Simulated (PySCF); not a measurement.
# SeH₃⁺: one-bond stretch

Computed with PBE0 in PySCF with Se def2-TZVP, H def2-TZVP; no relativity; density-fitted integrals.

Rigid scan from the singlet minimum (Se–H 1.480 Å (×3); H–Se–H 92.6° (×3)). Coordinate: the bond from Se to the last atom (H) scaled, the rest fixed. Energies in kJ/mol from the minimum.

```tsv
scale of one bond	E (kJ/mol)	dipole size (D, about the centre of mass)
0.92	17.3	1.70
0.96	3.9	1.72
1.00	0.0	1.74
1.05	5.0	1.78
1.12	24.5	1.84
1.20	57.5	1.94
1.35	131.5	2.21
1.55	228.7	–
1.80	326.8	–
2.20	424.9	–
```

At long bonds a restricted determinant can lie too high, and another spin state can fall below this curve.

Other isomers or separated fragments may lie lower.

The scan took 5.8 s on 2 threads of a shared Arm Neoverse V1 host; the process peaked at 0.8 GiB. Launch command: `OMP_NUM_THREADS=2 python axn.py task.json out`.
